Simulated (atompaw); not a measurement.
**LDA (PW92) PAW (atompaw) dataset for iron, scalar-relativistic all-electron reference.**

| Property | Result |
| --- | --- |
| Element | Fe (Z = 26) |
| Generator | atompaw 4.2.0.5 |
| Type | PAW |
| Functional | LDA (PW92) |
| Relativity | scalar-relativistic |
| Frozen core | [Ar] |
| Valence charge | 8 |
| Reference configuration | 3d6 4s2 4p0 |
| Partial waves | 4s (bound): rc 2.10 bohr; 4s channel at 1.55 Ry: rc 2.10 bohr; 4p (bound, empty): rc 3.00 bohr; 4p channel at 0.4 Ry: rc 3.00 bohr; 3d (bound): rc 1.35 bohr; 3d channel at 3.05 Ry: rc 1.35 bohr |
| Local potential | bessel scheme, radius 2.95 bohr |
| Core correction | smooth core density matched at 1.90 bohr |
| Augmentation charge | besselshape compensation charge, radius 2.25 bohr; PAW radius 3.00 bohr; waves and projectors: custom polynom vanderbiltortho |

All-electron outer shells of the reference configuration (LDA (PW92), scalar-relativistic, ld1.x):

```csv
shell,level (eV),outermost node (bohr),outermost maximum (bohr)
3s,-93.51,0.33,0.70
3p,-59.93,0.30,0.72
3d,-7.75,–,0.71
4s,-5.48,1.01,2.38
4p,-1.43,1.10,3.29
```

What the tests gave:

| Item | Value |
| --- | --- |
| Cutoffs needed | 80 Ry and 110 Ry (the cutoffs (Ry, on a coarse ladder) from which the occupation-weighted sum of valence levels, in a spherical-Bessel basis at the reference potential, stays within 10 and 1 mRy of its value at 400 Ry) |
| Ghost test | no extra level below or beside the all-electron valence levels (s, p, d, f tested) (spherical-Bessel basis up to 400 Ry, 20 bohr box) |
| Lowest eigenvalue of the overlap operator | 0.30 (s channel) |
| Overlap eigenvalues printed by atompaw (projector basis) | 0.123, 0.383, 0.407, 4.56, 19.4, 420 |
| Share of each valence orbital outside the PAW sphere | 4s 42 %, 4p 73 %, 3d 2 % |

Generation and tests took about 15 s on one core of a shared server CPU.
